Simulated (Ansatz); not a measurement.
Harmonic vibrations of ClFGeH₄OSi (`[F][GeH]([Cl])[O][SiH3]`) by finite differences.

```yaml
crystal:
  periodic: [false, false, false]
  atoms:
    - {symbol: F, position_ang: [0.024272, 1.261609, -2.044118]}
    - {symbol: Ge, position_ang: [-1.010984, 0.186870, -1.181458]}
    - {symbol: Cl, position_ang: [-0.669127, -1.742573, -2.003898]}
    - {symbol: O, position_ang: [-0.513087, 0.217745, 0.480999]}
    - {symbol: Si, position_ang: [0.876109, -0.085387, 1.320500]}
    - {symbol: H, position_ang: [-2.455265, 0.639014, -1.323016]}
    - {symbol: H, position_ang: [1.562487, 1.196067, 1.615963]}
    - {symbol: H, position_ang: [1.777159, -0.963283, 0.531053]}
    - {symbol: H, position_ang: [0.496835, -0.756263, 2.586874]}
basis:
  gaussian: {orbitals: def2-TZVP}
hamiltonian: {xc: pbe0, dispersion: d4}
phonons: {temperatures: {t_min: 298.15, t_max: 900, t_step: 200}}
```

```sh
$ ansatz run in.yaml --threads 4 --pin off --events-out ev --progress --plain --max-ram 10444MiB
```

It prints (some lines left out):

```
Functional definition: PBE0
mean field -81734.92123362 eV, -3003.7029534160 hartree, gradient 4.0e-5 eV, S^2 0.000000; 0 other end points of the search recorded, 0 dependent functions left out
mean field -81734.92119761 eV, -3003.7029520926 hartree, gradient 1.6e-6 eV, S^2 0.000000; 0 other end points of the search recorded, 0 dependent functions left out
mean field -81734.92119584 eV, -3003.7029520278 hartree, gradient 2.0e-6 eV, S^2 0.000000; 0 other end points of the search recorded, 0 dependent functions left out
mean field -81734.92121497 eV, -3003.7029527307 hartree, gradient 1.7e-6 eV, S^2 0.000000; 0 other end points of the search recorded, 0 dependent functions left out
mean field -81734.92117406 eV, -3003.7029512272 hartree, gradient 2.0e-6 eV, S^2 0.000000; 0 other end points of the search recorded, 0 dependent functions left out
mean field -81734.92118458 eV, -3003.7029516137 hartree, gradient 1.7e-6 eV, S^2 0.000000; 0 other end points of the search recorded, 0 dependent functions left out
mean field -81734.92122710 eV, -3003.7029531764 hartree, gradient 1.4e-6 eV, S^2 0.000000; 0 other end points of the search recorded, 0 dependent functions left out
mean field -81734.92112040 eV, -3003.7029492554 hartree, gradient 1.2e-6 eV, S^2 0.000000; 0 other end points of the search recorded, 0 dependent functions left out
mean field -81734.92111502 eV, -3003.7029490575 hartree, gradient 1.2e-6 eV, S^2 0.000000; 0 other end points of the search recorded, 0 dependent functions left out
mean field -81734.92113881 eV, -3003.7029499319 hartree, gradient 9.4e-7 eV, S^2 0.000000; 0 other end points of the search recorded, 0 dependent functions left out
mean field -81734.92114093 eV, -3003.7029500098 hartree, gradient 1.1e-6 eV, S^2 0.000000; 0 other end points of the search recorded, 0 dependent functions left out
mean field -81734.92112027 eV, -3003.7029492505 hartree, gradient 2.1e-6 eV, S^2 0.000000; 0 other end points of the search recorded, 0 dependent functions left out
mean field -81734.92110800 eV, -3003.7029487998 hartree, gradient 1.6e-6 eV, S^2 0.000000; 0 other end points of the search recorded, 0 dependent functions left out
mean field -81734.92120950 eV, -3003.7029525296 hartree, gradient 2.2e-6 eV, S^2 0.000000; 0 other end points of the search recorded, 0 dependent functions left out
mean field -81734.92124782 eV, -3003.7029539378 hartree, gradient 2.2e-6 eV, S^2 0.000000; 0 other end points of the search recorded, 0 dependent functions left out
mean field -81734.92115119 eV, -3003.7029503868 hartree, gradient 2.6e-6 eV, S^2 0.000000; 0 other end points of the search recorded, 0 dependent functions left out
mean field -81734.92122257 eV, -3003.7029530099 hartree, gradient 2.9e-6 eV, S^2 0.000000; 0 other end points of the search recorded, 0 dependent functions left out
mean field -81734.92118163 eV, -3003.7029515056 hartree, gradient 2.4e-6 eV, S^2 0.000000; 0 other end points of the search recorded, 0 dependent functions left out
mean field -81734.92126211 eV, -3003.7029544630 hartree, gradient 2.5e-6 eV, S^2 0.000000; 0 other end points of the search recorded, 0 dependent functions left out
mean field -81734.92114668 eV, -3003.7029502210 hartree, gradient 1.7e-6 eV, S^2 0.000000; 0 other end points of the search recorded, 0 dependent functions left out
mean field -81734.92116439 eV, -3003.7029508719 hartree, gradient 1.3e-6 eV, S^2 0.000000; 0 other end points of the search recorded, 0 dependent functions left out
mean field -81734.92122846 eV, -3003.7029532266 hartree, gradient 8.4e-7 eV, S^2 0.000000; 0 other end points of the search recorded, 0 dependent functions left out
mean field -81734.92120950 eV, -3003.7029525297 hartree, gradient 2.8e-6 eV, S^2 0.000000; 0 other end points of the search recorded, 0 dependent functions left out
mean field -81734.92113913 eV, -3003.7029499435 hartree, gradient 1.4e-6 eV, S^2 0.000000; 0 other end points of the search recorded, 0 dependent functions left out
mean field -81734.92110269 eV, -3003.7029486044 hartree, gradient 1.5e-6 eV, S^2 0.000000; 0 other end points of the search recorded, 0 dependent functions left out
mean field -81734.92113248 eV, -3003.7029496994 hartree, gradient 2.8e-6 eV, S^2 0.000000; 0 other end points of the search recorded, 0 dependent functions left out
mean field -81734.92110898 eV, -3003.7029488355 hartree, gradient 1.4e-6 eV, S^2 0.000000; 0 other end points of the search recorded, 0 dependent functions left out
mean field -81734.92113751 eV, -3003.7029498842 hartree, gradient 2.3e-6 eV, S^2 0.000000; 0 other end points of the search recorded, 0 dependent functions left out
mean field -81734.92113310 eV, -3003.7029497219 hartree, gradient 2.1e-6 eV, S^2 0.000000; 0 other end points of the search recorded, 0 dependent functions left out
mean field -81734.92114238 eV, -3003.7029500630 hartree, gradient 2.4e-6 eV, S^2 0.000000; 0 other end points of the search recorded, 0 dependent functions left out
mean field -81734.92110877 eV, -3003.7029488280 hartree, gradient 2.5e-6 eV, S^2 0.000000; 0 other end points of the search recorded, 0 dependent functions left out
mean field -81734.92117787 eV, -3003.7029513674 hartree, gradient 1.7e-6 eV, S^2 0.000000; 0 other end points of the search recorded, 0 dependent functions left out
mean field -81734.92118368 eV, -3003.7029515808 hartree, gradient 1.3e-6 eV, S^2 0.000000; 0 other end points of the search recorded, 0 dependent functions left out
mean field -81734.92122515 eV, -3003.7029531047 hartree, gradient 2.7e-6 eV, S^2 0.000000; 0 other end points of the search recorded, 0 dependent functions left out
mean field -81734.92122179 eV, -3003.7029529812 hartree, gradient 2.6e-6 eV, S^2 0.000000; 0 other end points of the search recorded, 0 dependent functions left out
mean field -81734.92122426 eV, -3003.7029530720 hartree, gradient 2.8e-6 eV, S^2 0.000000; 0 other end points of the search recorded, 0 dependent functions left out
mean field -81734.92123056 eV, -3003.7029533035 hartree, gradient 9.0e-7 eV, S^2 0.000000; 0 other end points of the search recorded, 0 dependent functions left out
mean field -81734.92121995 eV, -3003.7029529137 hartree, gradient 7.5e-7 eV, S^2 0.000000; 0 other end points of the search recorded, 0 dependent functions left out
mean field -81734.92121259 eV, -3003.7029526434 hartree, gradient 2.4e-6 eV, S^2 0.000000; 0 other end points of the search recorded, 0 dependent functions left out
mean field -81734.92119151 eV, -3003.7029518685 hartree, gradient 2.6e-6 eV, S^2 0.000000; 0 other end points of the search recorded, 0 dependent functions left out
mean field -81734.92118772 eV, -3003.7029517293 hartree, gradient 2.6e-6 eV, S^2 0.000000; 0 other end points of the search recorded, 0 dependent functions left out
mean field -81734.92123195 eV, -3003.7029533546 hartree, gradient 2.0e-6 eV, S^2 0.000000; 0 other end points of the search recorded, 0 dependent functions left out
mean field -81734.92121810 eV, -3003.7029528459 hartree, gradient 1.6e-6 eV, S^2 0.000000; 0 other end points of the search recorded, 0 dependent functions left out
mean field -81734.92121838 eV, -3003.7029528561 hartree, gradient 8.5e-7 eV, S^2 0.000000; 0 other end points of the search recorded, 0 dependent functions left out
mean field -81734.92119891 eV, -3003.7029521406 hartree, gradient 2.7e-6 eV, S^2 0.000000; 0 other end points of the search recorded, 0 dependent functions left out
mean field -81734.92121141 eV, -3003.7029525998 hartree, gradient 1.8e-6 eV, S^2 0.000000; 0 other end points of the search recorded, 0 dependent functions left out
mean field -81734.92120840 eV, -3003.7029524894 hartree, gradient 2.6e-6 eV, S^2 0.000000; 0 other end points of the search recorded, 0 dependent functions left out
mean field -81734.92122281 eV, -3003.7029530189 hartree, gradient 1.7e-6 eV, S^2 0.000000; 0 other end points of the search recorded, 0 dependent functions left out
mean field -81734.92120267 eV, -3003.7029522787 hartree, gradient 2.0e-6 eV, S^2 0.000000; 0 other end points of the search recorded, 0 dependent functions left out
mean field -81734.92122529 eV, -3003.7029531100 hartree, gradient 2.3e-6 eV, S^2 0.000000; 0 other end points of the search recorded, 0 dependent functions left out
mean field -81734.92122090 eV, -3003.7029529487 hartree, gradient 2.5e-6 eV, S^2 0.000000; 0 other end points of the search recorded, 0 dependent functions left out
mean field -81734.92121646 eV, -3003.7029527856 hartree, gradient 1.5e-6 eV, S^2 0.000000; 0 other end points of the search recorded, 0 dependent functions left out
mean field -81734.92121743 eV, -3003.7029528212 hartree, gradient 2.2e-6 eV, S^2 0.000000; 0 other end points of the search recorded, 0 dependent functions left out
mean field -81734.92119706 eV, -3003.7029520726 hartree, gradient 2.9e-6 eV, S^2 0.000000; 0 other end points of the search recorded, 0 dependent functions left out
mean field -81734.92118406 eV, -3003.7029515949 hartree, gradient 2.0e-6 eV, S^2 0.000000; 0 other end points of the search recorded, 0 dependent functions left out
Total energy: -81735.12042551 eV, -3003.7102735832 hartree
Atom 0 at     0.024272     1.261609    -2.044118 Å, force    -0.000181    -0.000246    -0.000038 eV/Å
Atom 1 at    -1.010984     0.186870    -1.181458 Å, force     0.002851    -0.000014     0.000478 eV/Å
Atom 2 at    -0.669127    -1.742573    -2.003898 Å, force    -0.001265     0.000754     0.000674 eV/Å
Atom 3 at    -0.513087     0.217745     0.480999 Å, force    -0.000598    -0.000014    -0.000386 eV/Å
Atom 4 at     0.876109    -0.085387     1.320500 Å, force     0.000676    -0.001376    -0.000860 eV/Å
Atom 5 at    -2.455265     0.639014    -1.323016 Å, force    -0.001170    -0.000257    -0.000451 eV/Å
Atom 6 at     1.562487     1.196067     1.615963 Å, force    -0.000353     0.000278     0.000100 eV/Å
Atom 7 at     1.777159    -0.963283     0.531053 Å, force     0.000338     0.000973     0.000401 eV/Å
Atom 8 at     0.496835    -0.756263     2.586874 Å, force    -0.000298    -0.000098     0.000083 eV/Å
Dipole moment:    -0.250330    -0.007874     0.173868 e Å
Vibrations: 20.85 34.32 87.31 183.88 222.05 268.34 442.42 540.92 698.32 705.11 719.84 731.00 744.84 950.78 957.60 974.42 1035.39 2233.14 2241.97 2247.21 2249.38 cm⁻¹, zero-point energy 1.133779 eV
```

Hardware: 4 threads of an Arm Neoverse V1 on a shared host. Wall time 2.5 min, peak host memory 0.68 GiB.
